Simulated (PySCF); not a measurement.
## Deuteron quadrupole couplings in `C=C[SiH2]N=C`

C₃H₇NSi.
Structure used (GFN2-xTB), in Å, numbered top down from 1:
```
atom  x, y, z in Å
C1    -2.217    0.903    0.149
C2    -1.232    0.194    0.673
Si3   -0.023   -0.863   -0.310
N4     1.515   -0.436    0.348
C5     2.570    0.029   -0.122
H6    -2.390    0.937   -0.915
H7    -2.901    1.486    0.749
H8    -1.108    0.199    1.749
H9    -0.231   -0.655   -1.750
H10   -0.129   -2.281    0.039
H11    3.416    0.208    0.538
H12    2.732    0.281   -1.176
```

Level: PBE0/pcSseg-1 (PySCF, non-relativistic); Q(2H) = 0.00286 b; rigid geometry, the same for H and D, with no vibrational averaging.

Task: Rank these positions by the coupling χzz of a deuteron there, largest first.
A. H9 (Si–H hydrogen)
B. H11 (hydrogen on a C=N carbon)
C. H6 (vinylic hydrogen)
D. H12 (hydrogen on a C=N carbon)

Result: C (223 kHz), B (207 kHz), D (198 kHz), A (104 kHz).

Task: Tabulate Vzz, the asymmetry η and χzz = 234.96 MHz × Q × Vzz for every hydrogen position.

Result: 
```csv
atom,bonded to,bond length (Å),Vzz (au),η,χzz (kHz)
H6,C1,1.079,0.3315,0.04,223
H7,C1,1.080,0.3298,0.04,222
H8,C2,1.083,0.3267,0.03,220
H9,Si3,1.470,0.1554,0.02,104
H10,Si3,1.464,0.1606,0.00,108
H11,C5,1.088,0.3076,0.01,207
H12,C5,1.095,0.2942,0.03,198
```

Task: Average by the element that carries the hydrogen.

Result: on C: 214 kHz over 5 positions, mean bond length 1.085 Å; on Si: 106 kHz over 2 positions, mean bond length 1.467 Å.

Task: How does χzz go with the bond length over the 5 C–H bonds?

Result: A straight-line fit has a slope of -16.4 kHz for each 0.01 Å, with a correlation coefficient of -0.99, over lengths from 1.079 to 1.095 Å. The longer bonds have the smaller couplings here.

Isolated species at its GFN2-xTB geometry (one conformer only). GFN2-xTB bond lengths can be off by several hundredths of an ångström, more for odd bonds, and the gradients follow them. With a basis this small, the couplings can be 20 % off.
